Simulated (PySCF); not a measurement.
PySCF input file for C₄H₉FSi, SMILES C[C@H]1C[C@@]1(F)[SiH3], IEF-PCM-ωB97X/def2-SVP. Geometry optimised at PBE-D3(BJ)/def2-SVP. The structure was generated by enumeration; whether it is a known compound was not checked.

```python
import numpy as np
from pyscf import gto, scf, dft
from pyscf.solvent import pcm

mol = gto.M(
    atom='''
    C    -1.60341103   -0.03393071    1.57451839
    C    -1.19447430   -0.58320664    0.22596654
    C    -1.17029365    0.27153959   -1.02391585
    C     0.12325944   -0.25109988   -0.43822530
    F     0.70021307   -1.30895711   -1.14230191
    Si    1.48086680    0.85878346    0.28039661
    H    -1.14380405   -0.61014271    2.40388309
    H    -2.70482342   -0.07939799    1.70059548
    H    -1.30302160    1.02649472    1.69218175
    H    -1.47723679   -1.63498591    0.04396803
    H    -1.39004758    1.34867199   -0.93619239
    H    -1.48432319   -0.19031942   -1.97279143
    H     2.28703275    0.10456194    1.30075184
    H     0.86668163    2.07052653    0.92698061
    H     2.38500668    1.30242251   -0.83427486
    ''',
    basis='def2-SVP',
    charge=0,
    spin=0,
    max_memory=1600,
    verbose=3,
)
mf = dft.RKS(mol, xc='wb97x').density_fit(auxbasis='def2-universal-jkfit')
mf.grids.level = 3
mf.conv_tol = 1e-9
mf.max_cycle = 100
mf.kernel()
res = {}
for name, eps in {'water': 78.355, 'dimethylsulfoxide': 46.826, '2-propanol': 19.264}.items():
    s = mf.PCM()
    s.with_solvent.method, s.with_solvent.eps, s.with_solvent.lebedev_order = 'IEF-PCM', eps, 17
    s.kernel(mf.make_rdm1())
    res[name] = (s.e_tot, eps, s.dip_moment(), s.mo_energy, s.converged)
    print(f'{name}: electrostatic solvation free energy {(s.e_tot - mf.e_tot) * 627.509474:.3f} kcal/mol')
```

Output:

```
converged SCF energy = -546.787692035947

WARN: PCM is an experimental feature. It is still in testing.
Features and APIs may be changed in the future.

converged SCF energy = -546.79112991007
Dipole moment(X, Y, Z, Debye): -1.62934,  1.18516,  1.02987
water: electrostatic solvation free energy -2.157 kcal/mol

WARN: PCM is an experimental feature. It is still in testing.
Features and APIs may be changed in the future.

converged SCF energy = -546.791082541275
Dipole moment(X, Y, Z, Debye): -1.62418,  1.17952,  1.02661
dimethylsulfoxide: electrostatic solvation free energy -2.128 kcal/mol

WARN: PCM is an experimental feature. It is still in testing.
Features and APIs may be changed in the future.

converged SCF energy = -546.790918392343
Dipole moment(X, Y, Z, Debye): -1.60640,  1.16042,  1.01540
2-propanol: electrostatic solvation free energy -2.025 kcal/mol
```

The calculation finished and met its thresholds.

Cost: around 60 core-seconds (rough).
